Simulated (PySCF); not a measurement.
ClFH5NSi2, SMILES N[SiH2][Si@H](F)Cl. Geometry: PBE-D3(BJ)/def2-SVP. The structure was generated by enumeration; whether it is a known compound was not checked. Other conformers were not sampled.

Q: Give the equilibrium geometry at PBE-D3(BJ)/def2-SVP (PySCF confirms it by a frequency run) as Cartesian coordinates in Å. (Estimate from the structure and the level; the computed values follow.)

A: Several could match; the one computed here: 
```xyz
10

N     -2.7720     0.6052     0.8365
Si    -1.5544    -0.4562     0.1632
Si     0.6799     0.2913     0.3085
F      0.7951     1.7508    -0.4423
Cl     1.9060    -1.0579    -0.7048
H     -2.7976     0.7191     1.8538
H     -2.9042     1.5158     0.3865
H     -1.8364    -0.6384    -1.3031
H     -1.6298    -1.7773     0.8802
H      1.2571     0.4798     1.6851
```
Charge 0, spin multiplicity 1.
